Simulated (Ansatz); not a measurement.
Cost and result up the ladder for Al₁₁Sb₁₀F₃ (24 atoms). Charge 0, multiplicity 1. Geometry: r2SCAN-D4/def2-SVP.

```xyz
24

Al    3.340   -2.442   -2.099
Al    2.461    0.075   -2.804
Al   -1.216   -1.531   -2.316
Al    1.504   -1.459   -0.057
Al   -0.107    0.640    0.772
Al    0.587   -1.155    2.761
Al    0.069    3.124    2.016
Al   -0.877    3.123   -0.313
Al   -2.746    0.759   -1.189
Al   -2.518    1.746    1.794
Al   -0.252    1.131    4.212
F     3.090    1.293   -3.778
F    -1.360   -1.480   -4.000
F     1.468   -2.294    1.638
Sb    3.935   -0.492   -0.519
Sb    1.892   -2.252   -4.193
Sb    0.659   -3.397   -1.741
Sb   -0.011    1.038   -1.907
Sb   -3.466   -1.676   -0.963
Sb    1.953    1.222    2.516
Sb   -2.232   -0.981    1.725
Sb   -0.813   -1.314    4.871
Sb   -1.815    3.245    3.892
Sb   -3.546    3.075   -0.318
```

Ansatz on 4 threads of AMD EPYC 7R13 on a shared host and a share (37 GiB) of an NVIDIA H100 80GB HBM3. Times are rough, and most runs start from the orbitals of an earlier one. No level here is sound enough to serve as a yardstick. Binding counts from free atoms at the same level (Al doublet, F doublet, Sb quartet; other spins of the atoms weren't run), without zero-point energy or a counterpoise term.

In the def2 sets Sb takes a core potential; there is no spin–orbit coupling. Correlated methods freeze 98 core orbitals; core or outer-core shells of Sb are correlated, in sets that lack core-valence functions. The rows differ in basis, and correlated rows in double-zeta sets carry the largest basis error. Single mean-field runs in def2-SVP, def2-TZVP are fitted with def2-universal-jkfit. Another isomer (singlet) lies 0.68 eV lower at PBE0-D4/def2-TZVP; other spin states weren't run for this one.

Run but left out: HF/STO-3G (restricted singlet, unstable in another Hartree–Fock run and untested here).

Correlated methods converge slowly with the basis, most of all in double-zeta sets.

| level | functions | binding energy per atom (eV) | remarks |
| --- | --- | --- | --- |
| PBE0-D4/def2-SVP | 500 | 3.15 | restricted SCF unstable in HF |
| PBE-D4/def2-TZVP (with forces) | 1000 | 3.27 | restricted SCF unstable in HF |
| PBE-D4/def2-SVP | 500 | 3.28 | restricted SCF unstable in HF |
| MP2/def2-SVP | 500 | 2.90 | restricted SCF unstable |
| r2SCAN-D4/def2-TZVP | 1000 | 3.14 | restricted SCF unstable in HF |
| BLYP-D4/def2-TZVP | 1000 | 3.03 | restricted SCF unstable in HF |
| PBE0-D4/def2-TZVP | 1000 | 3.16 | restricted SCF unstable in HF |

(1) Estimate how long each takes.

Answers

(1) PBE-D4/def2-SVP 4.7 s; PBE0-D4/def2-SVP 6.5 s; BLYP-D4/def2-TZVP 7.5 s; PBE0-D4/def2-TZVP 8 s; MP2/def2-SVP 9 s; PBE-D4/def2-TZVP (with forces) 9 s; r2SCAN-D4/def2-TZVP 9.5 s. On shared hardware such times vary by a factor of up to 3.
